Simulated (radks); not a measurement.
Values are calculated unless marked as measured or tabulated.
Polarisability of neutral lutetium, [Xe] 4f14 5d1 6s2, at imaginary frequency. Code: a radial shooting solver on a logarithmic mesh with Libxc functionals. Model: scalar-relativistic Kohn-Sham, LDA (Slater exchange, Perdew-Wang correlation), spin-unpolarised, spherical densities, finite nucleus; Fermi nuclear charge, rms radius 5.37 fm. Response by self-consistent Sternheimer equations with the Hartree and adiabatic LDA kernel, the relativistic mass of each level held fixed and spin-orbit coupling left out.

w (hartree),alpha1(iw) (bohr^3)
0.00266,138.2
0.0143,126.2
0.0360,105.5
0.0697,87.78
0.118,67.37
0.186,46.26
0.280,29.34
0.413,17.97
0.605,10.96
0.892,6.714
1.35,4.035
2.12,2.257
3.59,1.098
6.94,0.4234
17.5,0.1015

Static values: alpha1 = 138.8 bohr^3 (20.57 angstrom^3; uncoupled 303.4). C6 = 1573, triple-dipole C9 = 133800 atomic units. One-pole (London) frequency 4 C6 / (3 alpha1^2) = 0.109 hartree, against 0.070 for minus the highest occupied eigenvalue. Recommended static value: 137 bohr^3 (Schwerdtfeger and Nagle, 2023 table).

Beside tabulated values, note that spin-unpolarised runs miss the spin-polarisation part of the exchange energy of open shells.
